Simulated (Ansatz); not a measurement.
`F[SiH]1N=C1S`. Charge 0, multiplicity 1.

Z-matrix (Å, degrees):
```
Si
N 1 1.741
C 1 1.759 2 43.6
F 1 1.585 2 120.0 3 -107.0
H 1 1.466 2 122.8 3 110.5
S 3 1.714 1 160.7 2 -175.8
H 6 1.350 3 95.9 1 174.2
```

Problem. List the harmonic frequencies (cm⁻¹, unscaled) at PBE0-D4/def2-TZVP in Ansatz. (An estimate is asked.)

Solution. The calculation gave: 152, 255, 290, 360, 467, 498, 595, 763, 842, 868, 953, 1154, 1511, 2327, 2649.

Problem. Is this a minimum?

Solution. Yes, all 15 modes are real.

Problem. Give the ideal-gas thermochemistry at 298.15 K and 1 bar (rigid rotor, harmonic oscillator; point group C1, symmetry number 1).

Solution. Zero-point energy 81.8 kJ/mol; H(298) − E = 99.2 kJ/mol; entropy 319.9 J/(mol·K), of which translation 167.2, rotation 112.8, vibration 40.0; G(298) − E = 3.8 kJ/mol.

Problem. And at 400, 500, 600, 800 and 1000 K?

Solution. 
```json
{"T (K)": "400", "H − E (kJ/mol)": "108.9", "S (J/mol/K)": "347.9", "G − E (kJ/mol)": "-30.3"}
{"T (K)": "500", "H − E (kJ/mol)": "119.7", "S (J/mol/K)": "371.9", "G − E (kJ/mol)": "-66.3"}
{"T (K)": "600", "H − E (kJ/mol)": "131.3", "S (J/mol/K)": "393.1", "G − E (kJ/mol)": "-104.5"}
{"T (K)": "800", "H − E (kJ/mol)": "156.5", "S (J/mol/K)": "429.3", "G − E (kJ/mol)": "-186.9"}
{"T (K)": "1000", "H − E (kJ/mol)": "183.4", "S (J/mol/K)": "459.3", "G − E (kJ/mol)": "-275.8"}
```
